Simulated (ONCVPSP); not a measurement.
# V: one change to an ONCV potential, before and after

ONCVPSP 4.0.1 input, shortened (lines: element, Z, core and valence counts, functional; n l f; lmax; l rc ep ncon nbas qcut; lloc lpopt rc5 dvloc0; l nproj debl; icmod fcfact rcfact), PBE, scalar-relativistic:

```
  V 23.00    5    2        4      upf
    1    0    2.00
    2    0    2.00
    2    1    6.00
    3    0    2.00
    3    1    6.00
    3    2    3.00
    4    0    2.00
    2
    0    2.20    0.00    4    7    3.60
    1    2.30    0.06    4    9    4.10
    2    2.15    0.00    3    8    5.80
    4    5    2.10    1.00
    0    2    0.50
    1    2    2.30
    2    2    3.00
    0    0.00    0.00
```

Change: all radii scaled by about 1.08 (s 2.38, p 2.48, d 2.32 bohr); local potential polynomial inside 2.26 bohr (lpopt 5, dvloc0 1 Ha). In the p channel the program set the typed energies aside and used 0.050, 2.350 Ha.

Cutoffs: the cutoffs (Ha) at which the residual kinetic energy of the hardest occupied pseudo-wave falls to 1 and 0.1 mHa per electron; they do not see the model core or the augmentation charge, which bear on the density cutoff. Errors are all-electron minus pseudo energies relative to the spin-unpolarised reference configuration.

Task: How do hardness, ghosts and transferability respond?

Result: The potential gets softer (15 Ha and 31 Ha → 14 Ha and 17 Ha); both files keep a bound ghost (s); the number of tests with a reliable result goes from 3 to 2. A larger radius leaves more room for a smooth pseudo-wave, so fewer plane waves are needed.

| quantity | base | changed |
| --- | --- | --- |
| cutoff, loose | 15 Ha | 14 Ha |
| cutoff, tight | 31 Ha | 17 Ha |
| loose cutoff by channel | s 3.0 Ha, d 15 Ha | s 3.2 Ha, d 14 Ha |
| bound ghosts | s | s |
| GHOST(+) flags under 300 eV | none | none |
| tests with a reliable result | 3 of 4 | 2 of 4 |
| error for 3d3 4s1, meV [ΔE 7.74 eV] | +10 | +10 |
| error for 3d3.5 4s1.5, meV [ΔE 0.05 eV] | +22 | +28 |

Base: The cutoffs count occupied waves only; projector 2 of the d channel, the hardest unoccupied one, needs 61 Ha at the loose tolerance. Changed file: The cutoffs count occupied waves only; projector 2 of the p channel, the hardest unoccupied one, needs 49 Ha at the loose tolerance. A true bound ghost makes a file unfit for plane-wave use even where its test errors are small: the radial tests pick states by their node count and pass the ghost by.
